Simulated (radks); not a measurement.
Results of a calculation; reference values are marked as such.
Isoelectronic series with 5 electrons, all held in the configuration [He] 2s2 2p1, which need not be the ground one along the series. Code: a radial shooting solver on a logarithmic mesh with Libxc functionals. Model: Dirac Kohn-Sham, PBEsol, spin-unpolarised, spherical densities, finite nucleus; open shells are shared between the two j in proportion to 2j + 1; Fermi nuclear charge, rms radius of each element as measured or else 0.836 A^(1/3) + 0.57 fm. Total energies (hartree) and mean radii <r> (bohr):

ion,E (hartree),2p3/2,2p1/2,2s1/2,1s1/2
B,-24.46973,2.302,2.301,1.959,0.3303
C+,-37.19688,1.507,1.506,1.466,0.2712
N2+,-52.68875,1.139,1.139,1.173,0.2299
O3+,-70.94367,0.9206,0.9197,0.9784,0.1994
F4+,-91.96298,0.7739,0.7729,0.8396,0.1761
Ne5+,-115.74937,0.6681,0.6671,0.7354,0.1576
Mg7+,-171.63812,0.5255,0.5242,0.5893,0.1301
Al8+,-203.74937,0.4749,0.4736,0.5360,0.1197
Si9+,-238.64535,0.4333,0.4319,0.4916,0.1108
